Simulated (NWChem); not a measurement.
Molecule: CH$_{4}$FGaO$_{2}$; SMILES [Ga]([O]C)([F])[OH]

```xyz
9

Ga     0.0135     0.3554     0.0001
F      1.0595     1.7505    -0.0005
O     -1.7415     0.5825     0.0002
H     -2.0037     1.5096    -0.0006
O      0.7625    -1.2349     0.0013
C      0.0491    -2.4450    -0.0010
H      0.3143    -3.0360    -0.8947
H      0.3198    -3.0420     0.8870
H     -1.0477    -2.3131     0.0029
```
Atoms are numbered in this order, from 1.

All runs: NWChem. Medium grid unless said otherwise, to which SCAN and Minnesota functionals are sensitive. Structure relaxed at the PBE0/def2-SVP level. Hybrids' shares of exact exchange are those that their runs print; pure functionals count as 0. The functionals differ in more than this share.

```csv
row,share of exact exchange,orbital gap (eV)
PBE/def2-SVP,0.00,4.49
OLYP/def2-SVP,0.00,4.56
TPSSh/def2-SVP,0.10,withheld
B3LYP/def2-SVP,0.20,6.45
B97-2/def2-SVP,0.21,6.77
PBE0/def2-SVP,0.25,7.08
r2SCAN0/def2-SVP,0.25,7.56
```

Problem. Fit a straight line of the last column on the one before it, predict the withheld value, and compare with the run.

Solution. 
1. Means of the 6 shown rows: x = 0.152, y = 6.152. Slope Σ(x − x̄)(y − ȳ)/Σ(x − x̄)² = 0.7737/0.07108 = 10.88; intercept 4.502.
2. The shown rows scatter about the line by 0.178 (root mean square); the largest residual is +0.34, at r2SCAN0/def2-SVP.
3. At x = 0.10 (TPSSh/def2-SVP; inside the shown range) the line gives 5.59.
4. The run gives 5.82, +0.23 from the line, 1.3 times the scatter.
